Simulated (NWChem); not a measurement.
CH$_{3}$BeFO; SMILES C[O][Be][F]

```xyz
7

Be    -0.0021    -0.8243     0.0010
F      0.0021    -2.2243    -0.0005
O     -0.0076     0.5685     0.0011
C      0.0045     1.9502    -0.0008
H     -0.6951     2.3625     0.7617
H      1.0201     2.3478     0.2258
H     -0.3018     2.3564    -0.9916
```
Atoms are numbered in this order, from 1.

Results from NWChem. Geometry: optimised at PBE-D3(BJ)/def2-SVP.

For level LC-BLYP (range parameter 0.33 per bohr)/def2-SVP:

```yaml
highest occupied level (eV): -10.67
orbital gap (eV): 12.09
dipole (D): 2.40
```

How do the values read with level OLYP/def2-SVP instead?


- highest occupied level (eV) = -6.70
- orbital gap (eV) = 5.80
- dipole (D) = 2.27
